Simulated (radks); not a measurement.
Excited configurations of neutral lanthanum: one electron is placed in a higher orbital outside [Xe] 5d2. The ground configuration is [Xe] 5d1 6s2. Calculated with a radial shooting solver on a logarithmic mesh with Libxc functionals: Dirac Kohn-Sham, PBE, spin-unpolarised, spherical densities, finite nucleus; open shells are shared between the two j in proportion to 2j + 1; Fermi nuclear charge, rms radius 4.855 fm. Excitation = E - E(ground); binding = E(ion) - E, where the ion is the core of charge +1; n* = 1/sqrt(2 binding) in atomic units, and the quantum defect is n - n*. Eigenvalue and <r> are those of j = l + 1/2.

outer orbital	excitation (eV)	binding (eV)	quantum defect	eigenvalue (eV)
5f	5.113	0.924	1.163	-0.430
6p	2.911	3.127	3.914	-1.532
6f	5.392	0.645	1.409	-0.367
7s	4.042	1.995	4.389	-1.197
7p	4.537	1.500	3.988	-0.869
7f	5.567	0.470	1.622	-0.289

The Delta-SCF ionisation energy is 6.037 eV (NIST Atomic Spectra Database: 5.577 eV, measured). Self-interaction in the functional shifts the binding energies and quantum defects, so they are the method's values and not measured ones. Spin polarisation and multiplet splitting are left out, so open shells lie too high by an amount that depends on their filling. Sharing an open shell by 2j + 1 raises it above the true ground level by a part of the spin-orbit splitting, which enters the differences from NIST.

Beside tabulated values, note that spin-unpolarised runs miss the spin-polarisation part of the exchange energy of open shells.
